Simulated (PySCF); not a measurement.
C2H3O2, SMILES [C](=O)OC, multiplicity 2. Atoms are numbered in the order given.

```xyz
7

C     -0.4434    -1.3273     0.0000
O      0.7290    -0.4726     0.0000
C      0.5121     0.8216     0.0000
O     -0.5102     1.4300     0.0000
H     -1.0478    -1.1343    -0.8982
H     -0.0678    -2.3565     0.0000
H     -1.0478    -1.1343     0.8982
```
Charge 0, spin multiplicity 2.

Coordinates come from a B3LYP-D3(BJ)/def2-SVP optimisation. The isomer is the one that the SMILES or the coordinates give; other isomers of the formula were not compared. Other conformers were not sampled.

Two levels are set side by side: PBE/pcH-1 (PySCF) and B3LYP/pcH-1 (PySCF). Contact hyperfine couplings, same geometry. Differences are taken from unrounded values.

```csv
quantity,B3LYP,PBE,PBE minus B3LYP
"A(iso) of 13C, atom C1 (MHz)",23.9,25.4,1.5
"A(iso) of 17O, atom O2 (MHz)",-246.1,-261.5,-15.5
"A(iso) of 13C, atom C3 (MHz)",636.9,611.6,-25.3
"A(iso) of 17O, atom O4 (MHz)",-52.4,-42.3,10.1
"A(iso) of 1H, atom H5 (MHz)",-4.8,-5.7,-0.9
"A(iso) of 1H, atom H6 (MHz)",-1.6,-2.3,-0.6
"A(iso) of 1H, atom H7 (MHz)",-4.8,-5.7,-0.9
```

Rough cost on one machine, each run with all the roots and properties that it gave: B3LYP against PBE within a factor of 2.
